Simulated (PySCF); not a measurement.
**From computed data to an observable: chemical shift, span and skew from a shielding tensor**

CH5F2NSi, SMILES FC([SiH2]N)F. Atoms are numbered in the order given.

```xyz
10

N     -1.9582    -0.5815     0.5114
Si    -0.8052     0.6540     0.1545
C      0.9123    -0.1903     0.1623
F      0.8899    -1.2034    -0.7668
F      1.8847     0.6971    -0.2048
H     -2.8467    -0.3562     0.9444
H     -2.0384    -1.3912    -0.0953
H     -0.9185     1.3180    -1.1785
H     -0.8712     1.6818     1.2294
H      1.2107    -0.6392     1.1281
```

Geometry: ωB97X-D3(BJ)/def2-SVP. This is a generated structure with no PubChem entry under its InChIKey; it may be hypothetical. Other conformers were not sampled.

GIAO shieldings from PBE/pcSseg-1 run with PySCF, non-relativistic, no solvent. The symmetric part of the tensor of N1 has the principal values 226.2, 259.1, 297.2 ppm. The same nucleus in NH3 has σ = 267.0 ppm at this level (PySCF, at its B3LYP-D3(BJ)/def2-TZVP geometry).

### Question
Work out the isotropic shielding, the ¹⁵N shift against NH3, the span and the skew.

### Answer

σ(iso) = (σ11 + σ22 + σ33)/3 = 260.8 ppm. δ = σ(ref) − σ(iso) = 267.0 − (260.8) = 6.2 ppm.
Span Ω = σ33 − σ11 = 71.0 ppm. Skew κ = 3(σ(iso) − σ22)/Ω = 0.07. Tumbling in solution averages the tensor to δ; in a static solid the shielding alone would spread this spin-1/2 line over Ω.
